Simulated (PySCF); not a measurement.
H3NOTe, SMILES N[Te]O.

Geometry: PBE0-D3(BJ)/def2-TZVP. The def2 effective core potentials stand for the cores of Te; spin–orbit coupling is left out. The values are those of a single conformer.

Level of theory: PySCF 2.14.0 with TDA-ωB97X/def2-SVPD.

Vertical excitations. Gas-phase values at a fixed geometry.

Computed UV-visible absorptions:
```tsv
state	energy (eV)	λ (nm)	f	main pairs
S1	3.63	341	0.002	HOMO→LUMO 85 %
S2	4.53	274	0.014	HOMO→LUMO+1 79 %, HOMO→LUMO+5 13 %
S3	5.78	214	0.151	HOMO→LUMO+2 82 %, HOMO→LUMO+3 13 %
S4	6.32	196	0.021	HOMO−1→LUMO 64 %, HOMO−2→LUMO 18 %
S5	6.45	192	0.015	HOMO−1→LUMO+1 70 %, HOMO−2→LUMO 13 %
S6	6.74	184	0.031	HOMO→LUMO+3 80 %
S7	7.02	177	0.090	HOMO−2→LUMO 39 %, HOMO−2→LUMO+1 22 %, HOMO−1→LUMO 16 %
S8	7.13	174	0.034	HOMO→LUMO+4 52 %, HOMO→LUMO+5 29 %
S9	7.24	171	0.005	HOMO→LUMO+5 49 %, HOMO→LUMO+4 32 %
S10	7.83	158	0.086	HOMO−2→LUMO+1 39 %, HOMO→LUMO+9 15 %, HOMO−2→LUMO 7 %, HOMO−1→LUMO+2 7 %
T1	2.93	424	0	HOMO→LUMO 86 %
T2	3.66	339	0	HOMO→LUMO+1 74 %, HOMO→LUMO+5 23 %
T3	5.62	221	0	HOMO−1→LUMO 56 %, HOMO−1→LUMO+1 17 %, HOMO−2→LUMO 9 %
T4	5.78	215	0	HOMO−2→LUMO 41 %, HOMO→LUMO+2 39 %
```
Triplets are in the Tamm–Dancoff approximation.
